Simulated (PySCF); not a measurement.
# Nuclear quadrupole coupling in (LiF)2 ring

(LiF)2 ring, Li2F2.
Cartesian coordinates in Å at the PBE0-D3(BJ)/def2-SVP level; atoms count from 1:
```xyz
4
Li2F2 angstrom
Li     0.6941    0.5812    0.6355
F      0.2244    0.8087   -0.9822
Li    -0.6942   -0.5814   -0.6351
F     -0.2243   -0.8085    0.9818
```

Field gradients from the PBE0/pcSseg-1 density (PySCF, non-relativistic), principal values in atomic units, ordered |Vxx| ≤ |Vyy| ≤ |Vzz|:

| atom | Vxx | Vyy | Vzz |
| --- | --- | --- | --- |
| Li1 | 0.0118 | 0.0342 | -0.0461 |
| Li3 | 0.0118 | 0.0342 | -0.0461 |

Task: Find the asymmetry η = (Vxx − Vyy)/Vzz and the couplings χ = eQV/h (234.96 MHz × Q in barn × V in au), with Q(7Li) = −0.04 b.

Result: 
```json
{"atom": "Li1", "environment": "lithium bonded to 2 F", "nucleus": "7Li", "η": "0.49", "χzz (MHz)": "0.433", "χxx (MHz)": "-0.111", "χyy (MHz)": "-0.322"}
{"atom": "Li3", "environment": "lithium bonded to 2 F", "nucleus": "7Li", "η": "0.49", "χzz (MHz)": "0.433", "χxx (MHz)": "-0.111", "χyy (MHz)": "-0.322"}
```

Task: What is Vzz at Li3 in SI units (1 au = 9.71736 × 10²¹ V/m²)?

Result: -0.0461 au = -0.448 × 10²¹ V/m².

Task: And the gradient at the other heavy atoms, for which no coupling is worked out here?

Result: 
```json
{"atom": "F2", "environment": "fluorine bonded to 2 Li", "Vzz (au)": "0.306", "η": "0.16"}
{"atom": "F4", "environment": "fluorine bonded to 2 Li", "Vzz (au)": "0.306", "η": "0.16"}
```

Isolated species at its PBE0-D3(BJ)/def2-SVP geometry, gas phase. With a basis this small, the couplings can be 20 % off.
